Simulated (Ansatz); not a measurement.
Species: C4H9O, net charge 0, doublet state. It need not be the lowest isomer of its formula. 
Structure (B3LYP-D3(BJ)/def2-TZVP (Ansatz, a first-principles code) minimum search):
SMILES: C[C](C)CO
```xyz
14

C     -1.6952    -0.8016    -0.3314
C     -0.4756     0.0081    -0.0631
C     -0.4707     1.4530    -0.4183
C      0.8195    -0.7054     0.0899
O      1.7387     0.0865     0.8451
H     -2.6006    -0.2652    -0.0361
H     -1.6756    -1.7579     0.1962
H     -1.8097    -1.0309    -1.4038
H     -0.3892     1.5972    -1.5089
H      0.3693     1.9722     0.0409
H     -1.3992     1.9400    -0.1102
H      0.6523    -1.6753     0.5763
H      1.2530    -0.9198    -0.9066
H      2.6219    -0.2772     0.7284
```
Charge 0, spin multiplicity 2.

Basis-set convergence of Hartree-Fock and MP2 correlation energies (hartree) with Ansatz. Valence correlation only, unless marked. Open shells are spin-unrestricted. Spin-orbit coupling is left out. No relativistic terms.

```tsv
basis	functions	E(HF)	E(corr, MP2)
cc-pVDZ	115	-231.54157	-0.73420
cc-pVTZ	276	-231.61073	-0.91293
cc-pVQZ	545	-231.62706	-0.97471
```

Extrapolating the two largest sets (X = 3 and 4) as X^-3: E(corr) = (64·(-0.97471) - 27·(-0.91293))/37 = -1.0198 Eh, an estimate of the basis-set limit. The largest set recovers 95.6 % of it, the smallest 72.0 %.
